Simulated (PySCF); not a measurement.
A series of related molecules.

All values: CAM-B3LYP/def2-SVPD (PySCF) at GFN2-xTB geometries, gas phase, one conformer each. Core orbitals are frozen in the response; Δα² is half the sum of the squared differences of the principal polarisabilities.

Question: Rank by mean static polarisability, lowest first.
A. `FC(F)/C=C\CN[SiH3]`
B. `FC(F)C1=CCN[SiH2]1`
C. `FC(F)C1=CCN1[SiH3]`

Answer: B (11.66 Å³), C (12.06 Å³), A (12.46 Å³).

Question: Rank by HOMO–LUMO gap, highest first.
A. `FC(F)/C=C1/CN[SiH2]1`
B. `FC(F)/C=C\CN[SiH3]`
C. `FC(F)C1=CCN[SiH2]1`
D. `FC(F)C1=CCN1[SiH3]`

Answer: B (9.13 eV), C (8.88 eV), A (8.61 eV), D (8.39 eV).

Question: Rank by dipole moment, highest first.
A. `[F:1][CH:2]([F:3])[C:4]1=[CH:5][CH2:6][N:7]1[SiH3:8]` with F1–C2–C4–C5 119°
B. `[F:1][CH:2]([F:3])[C:4]1=[CH:5][CH2:6][NH:7][SiH2:8]1` with F1–C2–C4–C5 -121°
C. `[F:1][CH:2]([F:3])/[CH:4]=[C:5]1/[CH2:6][NH:7][SiH2:8]1` with F1–C2–C4–C5 -9°
D. `[F:1][CH:2]([F:3])/[CH:4]=[CH:5]\[CH2:6][NH:7][SiH3:8]` with F1–C2–C4–C5 160°, C4–C5–C6–N7 11°, C5–C6–N7–Si8 -147°

Answer: B (3.63 D), D (3.03 D), C (2.68 D), A (2.33 D).

All values together:

| SMILES | change | formula | μ (D) | HOMO (eV) | LUMO (eV) | α (Å³) | Δα (Å³) | electrons | α per electron (Å³) |
| --- | --- | --- | --- | --- | --- | --- | --- | --- | --- |
| FC(F)/C=C\CN[SiH3] | parent | C4H9F2NSi | 3.03 | -8.46 | 0.67 | 12.46 | 3.91 | 72 | 0.173 |
| FC(F)/C=C1/CN[SiH2]1 | ring closed by a new Si-C bond | C4H7F2NSi | 2.68 | -8.19 | 0.43 | 12.01 | 4.45 | 70 | 0.172 |
| FC(F)C1=CCN[SiH2]1 | ring closed by a new Si-C bond | C4H7F2NSi | 3.63 | -8.27 | 0.61 | 11.66 | 3.75 | 70 | 0.167 |
| FC(F)C1=CCN1[SiH3] | ring closed by a new N-C bond | C4H7F2NSi | 2.33 | -7.53 | 0.86 | 12.06 | 4.00 | 70 | 0.172 |

Conformers: `[F:1][CH:2]([F:3])/[CH:4]=[CH:5]\[CH2:6][NH:7][SiH3:8]` with F1–C2–C4–C5 160°, C4–C5–C6–N7 11°, C5–C6–N7–Si8 -147°; `[F:1][CH:2]([F:3])/[CH:4]=[C:5]1/[CH2:6][NH:7][SiH2:8]1` with F1–C2–C4–C5 -9°; `[F:1][CH:2]([F:3])[C:4]1=[CH:5][CH2:6][NH:7][SiH2:8]1` with F1–C2–C4–C5 -121°; `[F:1][CH:2]([F:3])[C:4]1=[CH:5][CH2:6][N:7]1[SiH3:8]` with F1–C2–C4–C5 119°.

Q: Give the shifts from the parent, `FC(F)/C=C\CN[SiH3]`.

A: 
```
              SMILES  change in μ (D)  change in HOMO (eV)  change in LUMO (eV)  change in mean α (Å³)
FC(F)/C=C1/CN[SiH2]1            -0.35                +0.27                -0.24                  -0.45
  FC(F)C1=CCN[SiH2]1            +0.60                +0.19                -0.06                  -0.80
  FC(F)C1=CCN1[SiH3]            -0.70                +0.93                +0.19                  -0.40
```
